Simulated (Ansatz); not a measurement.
`BC(C)O[SiH3]` + `O[C]1([AlH2])CC1` → `B[C]1([AlH2])CC1` + `CC(O)O[SiH3]`  (redistribution)

Program: Ansatz. Geometries: PBE0-D4/def2-TZVP. ΔE: electronic, gas phase. CBS: MP2 limit from def2 TZ/QZ plus the TZ coupled-cluster correction, frozen cores. Each species was taken in one conformer, which may not be the lowest.

```tsv
species	HF/CBS(def2) energy (Eh)
`BC(C)O[SiH3]`	-469.56429
`O[C]1([AlH2])CC1`	-434.49570
`B[C]1([AlH2])CC1`	-384.87207
`CC(O)O[SiH3]`	-519.22116
```

(1) Work out ΔE.

Largest T1 diagnostic among the species: 0.011.

Results:

(1) ΔE = (-384.87207) + (-519.22116) − (-469.56429) − (-434.49570) = -0.03324 Eh = -87.3 kJ/mol. CCSD(T)/CBS gives -89.5 kJ/mol.

In def2-TZVPP, CCSD(T) changes the Hartree–Fock value by −3.3 kJ/mol (the triples alone add −2.1 kJ/mol) and MP2 by −9.7 kJ/mol. From PBE to PBE0 (25 % exact exchange), in def2-TZVPP and without D4, ΔE moves by −3.3 kJ/mol.
